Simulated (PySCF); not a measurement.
C5H9FO.
Structure used (GFN2-xTB), in Å, numbered top down from 1:
```xyz
16
C5H9FO angstrom
C      2.3868   -0.4447    0.1178
C      1.0270   -0.9956   -0.1515
C     -0.1083   -0.3188    0.0234
C     -1.4449   -0.9554   -0.2523
F     -2.0064   -0.4853   -1.4254
O     -0.0650    0.9610    0.5152
C     -1.1627    1.8128    0.2719
H      2.8554   -0.9824    0.9419
H      2.3216    0.6075    0.3760
H      3.0211   -0.5641   -0.7597
H      0.9767   -2.0183   -0.4920
H     -2.1696   -0.7439    0.5414
H     -1.3312   -2.0350   -0.3765
H     -0.8370    2.8035    0.5862
H     -1.4297    1.8403   -0.7875
H     -2.0413    1.5274    0.8597
```

Method: PBE0/def2-SVPD in PySCF (dipole) on a GFN2-xTB geometry, gas phase.

Take the most abundant isotopes and a rigid rotor. The values belong to one conformer with, in the numbering `[CH3:1]/[CH:2]=[C:3](/[CH2:4][F:5])[O:6][CH3:7]`, C2–C3–C4–F5 -106°, C2–C3–O6–C7 158°.

Q: What are A, B and C (GHz)?

A: Ia = 140.04, Ib = 260.05, Ic = 365.97 u·Å²; 505379 MHz·u·Å²/I gives 3609, 1943 and 1381 MHz, that is A = 3.6087, B = 1.9434, C = 1.3809 GHz.

Q: Classify the top.

A: An asymmetric top: κ = (2 × 1943 − 3609 − 1381)/(3609 − 1381) = -0.50.

Q: What does the inertial defect say?

A: Not planar: Δ = Ic − Ia − Ib = -34.12 u·Å². For a rigid frame Δ = −2 Σ m c², so Σ m c² = 17.06 u·Å² lies off the ab plane: 6.21 from hydrogen and 10.85 from heavier atoms. The atom farthest from that plane is 1.39 Å away.

Q: Give the other two planar moments, Paa and Pbb, and the rms extents of the mass along the axes.

A: Paa = Σ m a² = (Ib + Ic − Ia)/2 = 242.99 and Pbb = Σ m b² = (Ia + Ic − Ib)/2 = 122.98 u·Å². With the mass M = 104.06 u, the rms extents √(P/M) along a, b and c are 1.53, 1.09, 0.40 Å.

Q: Where do the levels up to J = 3 lie, in MHz?

A: Above 0(0,0):
J = 1: 1(0,1) 3324, 1(1,1) 4990, 1(1,0) 5552
J = 2: 2(0,2) 9853, 2(1,2) 11076, 2(1,1) 12763, 2(2,1) 17759, 2(2,0) 17879
J = 3: 3(0,3) 19378, 3(1,3) 20137, 3(1,2) 23495, 3(2,2) 27732, 3(2,1) 28300, 3(3,1) 37534, 3(3,0) 37550

Q: Which lines would a microwave search look for?

A: The dipole components are |μa| = 0.14 D, |μb| = 0.17 D, |μc| = 1.01 D. The squared components, which scale the intensities, stand as 0.02 : 0.03 : 1.00 (a : b : c). Some lines, for components of 0.1 D or more:

```json
{"type": "b", "branch": "Q", "J(Ka,Kc)": "3(1,2) ← 3(0,3)", "MHz": "4117", "lower level (cm⁻¹)": "0.646"}
{"type": "b", "branch": "Q", "J(Ka,Kc)": "5(2,3) ← 5(1,4)", "MHz": "5438", "lower level (cm⁻¹)": "1.833"}
{"type": "b", "branch": "Q", "J(Ka,Kc)": "3(2,2) ← 3(1,3)", "MHz": "7596", "lower level (cm⁻¹)": "0.672"}
{"type": "a", "branch": "Q", "J(Ka,Kc)": "5(1,4) ← 5(1,5)", "MHz": "8013", "lower level (cm⁻¹)": "1.566"}
{"type": "a", "branch": "R", "J(Ka,Kc)": "3(0,3) ← 2(0,2)", "MHz": "9525", "lower level (cm⁻¹)": "0.329"}
{"type": "b", "branch": "Q", "J(Ka,Kc)": "5(2,4) ← 5(1,5)", "MHz": "10350", "lower level (cm⁻¹)": "1.566"}
{"type": "b", "branch": "Q", "J(Ka,Kc)": "5(3,3) ← 5(2,4)", "MHz": "10630", "lower level (cm⁻¹)": "1.911"}
{"type": "b", "branch": "R", "J(Ka,Kc)": "2(2,1) ← 1(1,0)", "MHz": "12207", "lower level (cm⁻¹)": "0.185"}
{"type": "b", "branch": "R", "J(Ka,Kc)": "4(1,4) ← 3(0,3)", "MHz": "12732", "lower level (cm⁻¹)": "0.646"}
{"type": "b", "branch": "R", "J(Ka,Kc)": "2(2,0) ← 1(1,1)", "MHz": "12890", "lower level (cm⁻¹)": "0.166"}
{"type": "c", "branch": "Q", "J(Ka,Kc)": "5(4,2) ← 5(3,2)", "MHz": "13025", "lower level (cm⁻¹)": "2.280"}
{"type": "a", "branch": "R", "J(Ka,Kc)": "4(2,3) ← 3(2,2)", "MHz": "13203", "lower level (cm⁻¹)": "0.925"}
{"type": "b", "branch": "Q", "J(Ka,Kc)": "4(4,0) ← 4(3,1)", "MHz": "13343", "lower level (cm⁻¹)": "1.706"}
{"type": "b", "branch": "R", "J(Ka,Kc)": "5(1,4) ← 4(2,3)", "MHz": "14019", "lower level (cm⁻¹)": "1.365"}
{"type": "a", "branch": "R", "J(Ka,Kc)": "5(3,3) ← 4(3,2)", "MHz": "16892", "lower level (cm⁻¹)": "1.702"}
{"type": "c", "branch": "Q", "J(Ka,Kc)": "5(5,1) ← 5(4,1)", "MHz": "17257", "lower level (cm⁻¹)": "2.715"}
{"type": "c", "branch": "R", "J(Ka,Kc)": "3(3,1) ← 2(2,1)", "MHz": "19774", "lower level (cm⁻¹)": "0.592"}
{"type": "c", "branch": "R", "J(Ka,Kc)": "5(1,4) ← 4(0,4)", "MHz": "23249", "lower level (cm⁻¹)": "1.058"}
{"type": "c", "branch": "R", "J(Ka,Kc)": "5(3,3) ← 4(2,3)", "MHz": "26986", "lower level (cm⁻¹)": "1.365"}
```

Q: Estimate the classical rotational partition function at 25 K, 50 K and 200 K.

A: Point group C1, symmetry number σ = 1; q = (√π/σ)·√((kT/h)³/(ABC)), k/h = 20836.6 MHz/K: 6770 at 25 K, 19200 at 50 K, 153000 at 200 K.

Not checked by GFN2-xTB frequencies. These are rigid-rotor constants of the computed structure; measured ground-state constants (B0) also hold zero-point vibration. A rigid rotor knows nothing of internal rotation, which can split or shift real lines.
